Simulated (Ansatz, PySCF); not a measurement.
CsBr, SMILES [Br][Cs]. Atoms are numbered in the order given.

```xyz
2

Cs     0.0000     0.0000    -1.2122
Br     0.0000     0.0000     1.8936
```

The structure is a stationary point at PBE0-D3(BJ)/def2-TZVPD. The def2 effective core potentials stand for the cores of Cs; spin–orbit coupling is left out.

Two levels are set side by side: PBE-D3(BJ)/def2-TZVPD (Ansatz, a quantum-chemistry and plane-wave program) and PBE0-D3(BJ)/def2-TZVPD (Ansatz). Each level has its own optimised geometry; the coordinates shown are those of the second. Frequencies come from the Hessian of PySCF at each geometry. Differences are taken from unrounded values.

| quantity | PBE0-D3(BJ) |
|---|---|
| bond Cs1–Br2 (Å) | 3.106 |
| highest harmonic wavenumber (cm⁻¹) | 146 |
| mean harmonic wavenumber (cm⁻¹) | 146 |
| zero-point energy (kcal/mol) | 0.21 |

What does PBE-D3(BJ) give, and how far is it from PBE0-D3(BJ)? (The exact figures need the calculation; the answer reports its results.)


| quantity | PBE-D3(BJ) | PBE-D3(BJ) minus PBE0-D3(BJ) |
|---|---|---|
| bond Cs1–Br2 (Å) | 3.109 | 0.003 |
| highest harmonic wavenumber (cm⁻¹) | 143 | -2 |
| mean harmonic wavenumber (cm⁻¹) | 143 | -2 |
| zero-point energy (kcal/mol) | 0.21 | 0.00 |

On these quantities the two levels nearly agree.
